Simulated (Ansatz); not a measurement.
Dissociation curve of AlO (cation, charge +1), lowest triplet found (which spin is the ground state isn't settled by this scan).

Levels of theory: UCCSD(T) = CCSD(T) on UHF/cc-pVDZ, frozen core (Ansatz, a program for electronic structure); ROMP2 = MP2 on ROHF/cc-pVDZ, frozen core (Ansatz); ROCCSDT = CCSDT on ROHF/cc-pVDZ, frozen core (Ansatz); ROCCSD(T) = CCSD(T) on ROHF/cc-pVDZ, frozen core run with Ansatz.

Energies are in kJ/mol, each relative to the lowest point of its own curve between 1.46 and 2.23 Å, where full CI is lowest.

| R / Å | UCCSD(T) | ROMP2 | ROCCSDT | ROCCSD(T) |
|---|---|---|---|---|
| 1.35 | 444.4 | 433.4 | 445.4 | 444.5 |
| 1.46 | 203.0 | 193.2 | 204.0 | 203.3 |
| 1.55 | 92.9 | 84.6 | 93.8 | 93.2 |
| 1.62 | 43.0 | 36.3 | 43.6 | 43.2 |
| 1.70 | 12.2 | 8.0 | 12.6 | 12.4 |
| 1.77 | 1.4 | 0.0 | 1.6 | 1.5 |
| 1.81 | 0.0 | 0.5 | 0.0 | 0.0 |
| 1.87 | 2.5 | 6.0 | 2.2 | 2.2 |
| 1.96 | 12.5 | 20.7 | 11.8 | 11.7 |
| 2.01 | 19.1 | — | — | — |
| 2.10 | 30.7 | — | — | — |

A dash means that the run gave no value there, or that the column was ended at a point which the program doubted or which failed a test of continuity chosen for this set; such a test can also cut sound points.

The scan ran from 1.35 to 6.40 Å; beyond the distances shown full CI changes its symmetry label. The unrestricted determinant behind UCCSD(T) is spin-contaminated at 1.96 to 2.10 Å (<S²> up to 2.1, against 2.00 for a pure triplet). The T1 diagnostic of CCSD on the restricted reference of ROMP2, ROCCSDT, ROCCSD(T) exceeds 0.045 at 1.81 to 1.96 Å.
